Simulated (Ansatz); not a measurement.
Isolated molecules relaxed with PBE0-D4/def2-TZVP in Ansatz; ΔE leaves out vibrations. CBS: MP2 limit from def2 TZ/QZ plus the TZ coupled-cluster correction, frozen cores. DFT in def2-TZVPP. B3LYP here is the variant with VWN-RPA as its local correlation; programs differ in this. For Mg outer-core shells are correlated without core-valence functions, which leaves a few kJ/mol of doubt a bond. One conformer a species, not always the lowest.

`[CH3][Mg][O][SiH3]` + `C=C(S)Cl` → `C=C(Cl)S[SiH3]` + `[CH3][Mg][OH]`  (ligand exchange at the Si–O bond)

Q: Is it downhill or uphill in electronic energy at CCSD(T)/CBS, and by how much? (An estimate is asked.)

A: Ansatz gave: Uphill: ΔE = +0.72 eV.

Q: What do these levels give: PBE-D4, ωB97X-V, r2SCAN, B3LYP, CCSD(T)/def2-TZVPP, MP2/def2-QZVPP? (An estimate is asked.)

A: Ansatz gave: PBE-D4 0.55, ωB97X-V 0.70, r2SCAN 0.69, B3LYP 0.78, CCSD(T)/def2-TZVPP 0.75, MP2/def2-QZVPP 0.69 eV.

Largest T1 diagnostic among the species: 0.012.

In def2-TZVPP, CCSD(T) changes the Hartree–Fock value by −0.22 eV (the triples alone add −0.04 eV) and MP2 by −0.27 eV. From PBE to PBE0 (25 % exact exchange), in def2-TZVPP and without D4, ΔE moves by +0.05 eV. The D4 term adds −0.09 eV with B3LYP and −0.05 eV with PBE0; it sums over pairs of atoms, weighted by their polarisabilities, and B3LYP, whose exchange is more repulsive, gets the larger term.
